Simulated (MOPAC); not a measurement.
Input file for MOPAC: AM1 on H3NSSn (SMILES [NH2][Sn][SH]), a point of a torsion scan.

```
AM1 1SCF PRECISE CHARGE=0 THREADS=1
H3NSSn

N     -1.52644864 1    -0.06072509 1     0.41054969 1
Sn     0.31731772 1     0.18942785 1     1.37412475 1
S      1.77202964 1    -0.07620265 1    -0.60274631 1
H     -2.00579348 1     0.75287684 1     0.03996127 1
H     -1.50599793 1    -0.71334597 1    -0.36964818 1
H      2.95320236 1    -0.01713687 1    -0.00465106 1
```

Output:

```
*******************************************************************************
 **                                                                           **
 **                              MOPAC v23.2.5                                **
 **                                                                           **
 *******************************************************************************
 ** MOPAC's Digital Object Identifier: https://doi.org/10.5281/zenodo.6511958 **
 **                                                                           **
 ** Please cite the open-source release paper for use of this MOPAC version:  **
 ** J. E. Moussa and J. J. P. Stewart (2026)                                  **
 ** MOPAC: An open-source semiempirical molecular orbital program             **
 ** J. Open Source Softw., 11(119), 8025, https://doi.org/10.21105/joss.08025 **
 *******************************************************************************

                              AM1 CALCULATION RESULTS

 *******************************************************************************
 *  AM1        - The AM1 Hamiltonian to be used
 *
 *
 *
 *                 CHARGE ON SYSTEM = 0
 *
 *
 *
 *  PRECISE    - TIGHTER CRITERIA TO BE USED
 *  1SCF       - DO 1 SCF AND THEN STOP
 *  THREADS=1  - MULTI-THREADING NOT USED
 *  T=         - A TIME OF 172800.0 SECONDS REQUESTED
 *  DUMP=N     - RESTART FILE WRITTEN EVERY 7200.0 SECONDS REQUESTED
 *******************************************************************************
AM1 1SCF PRECISE CHARGE=0 THREADS=1
 H3NSSn

   ATOM   CHEMICAL          X               Y               Z
  NUMBER   SYMBOL      (ANGSTROMS)     (ANGSTROMS)     (ANGSTROMS)

     1       N         -1.52644864  *  -0.06072509  *   0.41054969  *
     2      Sn          0.31731772  *   0.18942785  *   1.37412475  *
     3       S          1.77202964  *  -0.07620265  *  -0.60274631  *
     4       H         -2.00579348  *   0.75287684  *   0.03996127  *
     5       H         -1.50599793  *  -0.71334597  *  -0.36964818  *
     6       H          2.95320236  *  -0.01713687  *  -0.00465106  *



          CARTESIAN COORDINATES

    NO.       ATOM           X           Y           Z

     1         N         -1.5264     -0.0607      0.4105
     2        Sn          0.3173      0.1894      1.3741
     3         S          1.7720     -0.0762     -0.6027
     4         H         -2.0058      0.7529      0.0400
     5         H         -1.5060     -0.7133     -0.3696
     6         H          2.9532     -0.0171     -0.0047

  H: (AM1): M.J.S. DEWAR ET AL, J. AM. CHEM. SOC. 107 3902-3909 (1985)
  N: (AM1): M.J.S. DEWAR ET AL, J. AM. CHEM. SOC. 107 3902-3909 (1985)
  S: (AM1): M.J.S. DEWAR, Y-C YUAN, INORGANIC CHEMISTRY, 29, 3881:3890,  (1990)
 Sn: (AM1): J. J. P. STEWART, J. MOL. MOD., 10, 155-164 (2004)

           Empirical Formula: H3 N Sn S  =     6 atoms



      MOLECULAR POINT GROUP   :   C1


      RHF CALCULATION, NO. OF DOUBLY OCCUPIED LEVELS = 9


 -------------------------------------------------------------------------------
 AM1 1SCF PRECISE CHARGE=0 THREADS=1
 H3NSSn



     1SCF WAS SPECIFIED, SO BFGS WAS NOT USED
     SCF FIELD WAS ACHIEVED


                              AM1 CALCULATION
                                                       MOPAC v23.2.5 Linux




          FINAL HEAT OF FORMATION =         14.05967 KCAL/MOL =      58.82567 KJ/MOL


          COSMO AREA              =        121.25 SQUARE ANGSTROMS
          COSMO VOLUME            =        112.98 CUBIC ANGSTROMS

          IONIZATION POTENTIAL    =          8.677128 EV
          HOMO LUMO ENERGIES (EV) =         -8.677 -1.166
          NO. OF FILLED LEVELS    =          9
          MOLECULAR WEIGHT        =        167.7804         POINT GROUP:  C1

          MOLECULAR DIMENSIONS (Angstroms)

            Atom       Atom       Distance
            H     6    H     4     5.01862
           Sn     2    H     5     2.11318
            S     3    H     5     1.05625


          SCF CALCULATIONS        =          1





   ATOM   CHEMICAL          X               Y               Z
  NUMBER   SYMBOL      (ANGSTROMS)     (ANGSTROMS)     (ANGSTROMS)

     1       N         -1.52644864  *  -0.06072509  *   0.41054969  *
     2      Sn          0.31731772  *   0.18942785  *   1.37412475  *
     3       S          1.77202964  *  -0.07620265  *  -0.60274631  *
     4       H         -2.00579348  *   0.75287684  *   0.03996127  *
     5       H         -1.50599793  *  -0.71334597  *  -0.36964818  *
     6       H          2.95320236  *  -0.01713687  *  -0.00465106  *

                             CARTESIAN COORDINATES

   1    N       -1.526448640    -0.060725090     0.410549690
   2   Sn        0.317317720     0.189427850     1.374124750
   3    S        1.772029640    -0.076202650    -0.602746310
   4    H       -2.005793480     0.752876840     0.039961270
   5    H       -1.505997930    -0.713345970    -0.369648180
   6    H        2.953202360    -0.017136870    -0.004651060


           Empirical Formula: H3 N Sn S  =     6 atoms



      MOLECULAR POINT GROUP   :   C1


                  EIGENVALUES
 -31.32590 -18.56391 -15.52140 -15.08261 -12.99350 -11.71736  -9.59116  -9.21897
  -8.67713  -1.16571  -0.59270   1.01457   2.21246   5.71543   6.36049


              NET ATOMIC CHARGES AND DIPOLE CONTRIBUTIONS

  ATOM NO.   TYPE          CHARGE      No. of ELECS.   s-Pop       p-Pop
    1          N          -0.695944        5.6959     1.60127     4.09467
    2         Sn           0.864179        3.1358     1.93585     1.19998
    3          S          -0.554515        6.5545     1.90710     4.64742
    4          H           0.138539        0.8615     0.86146
    5          H           0.133693        0.8663     0.86631
    6          H           0.114049        0.8860     0.88595
 DIPOLE           X         Y         Z       TOTAL
 POINT-CHG.     1.016     1.226     5.723     5.941
 HYBRID        -0.963    -0.271    -2.509     2.701
 SUM            0.053     0.955     3.214     3.354


          ATOMIC ORBITAL ELECTRON POPULATIONS

     Atom    s        px        py        pz
    1  N   1.60127   1.54325   1.18980   1.36163
    2 Sn   1.93585   0.43748   0.23045   0.53205
    3  S   1.90710   1.26618   1.84226   1.53898
    4  H   0.86146
    5  H   0.86631
    6  H   0.88595

 **********************
 *                    *
 * JOB ENDED NORMALLY *
 *                    *
 **********************




 == MOPAC DONE ==
```

The run finished.

Cost: roughly 0.020 core-seconds.
